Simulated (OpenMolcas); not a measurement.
A calculation on Br VI.

```yaml
Program: OpenMolcas 26.06
Method: "SS-RASPT2, IPEA 0.25 Eh, imaginary shift 0.1 Eh (closed shells correlated: 3d)"
Basis: ANO-RCC-VQZP [7s6p4d2f1g]
Scalar_Hamiltonian: DKH2, point nucleus
Active_space: 2 electrons in 9 orbitals (RAS2 4s 4p; RAS3 4d, at most 2 electrons)
State_averaging: 2S+1 = 3 even, 3 roots; 2S+1 = 1 even, 7 roots; 2S+1 = 3 odd, 3 roots; 2S+1 = 1 odd, 3 roots
Spin-orbit_coupling: state interaction with AMFI integrals over the reference wave functions, term energies averaged over their components
```

**Question.** Which level of the active space comes out lowest?

**Answer.** 4s2 1S0, with 100 % of that term; it is also the measured ground level.

**Question.** How high does 4p2 3P0 lie?

**Answer.** 30.058 eV above the lowest level; measured 30.2690 eV above the ground level, so the calculation is off by -1 %.

**Question.** How high does 4p2 1D2 lie?

**Answer.** 30.261 eV above the lowest level.

**Question.** How high does 4s 4p 1P* 1 lie?

**Answer.** 18.877 eV above the lowest level; measured 18.7556 eV above the ground level, so the calculation is off by +1 %.

**Question.** The level at 31.063 eV has J = 2. What is it made of, and what is its g factor?

**Answer.** 80 % 4p2 3P2, 20 % 4p2 1D; g = 1.400, against 1.501 from Landé's formula for the pure leading term.

Measured values: Moore, Atomic Energy Levels, vol. II, NSRDS-NBS 35 (1971 reprint of NBS Circular 467, 1952).

Active for correlation alone: 4d; no level in the range computed is led by a configuration that fills it, so any true level of that kind is missing. Some terms mix strongly with configurations of 4d, whose occupation reaches 0.18 (4p2 1D). Computed and measured levels are paired by configuration, term and J; levels that our copy of the source lacks, or whose pairing is in doubt (as where it misses far off the trend of its configuration), stay unpaired and out of the deviations. Only configurations of the active space appear.

* marks odd parity.
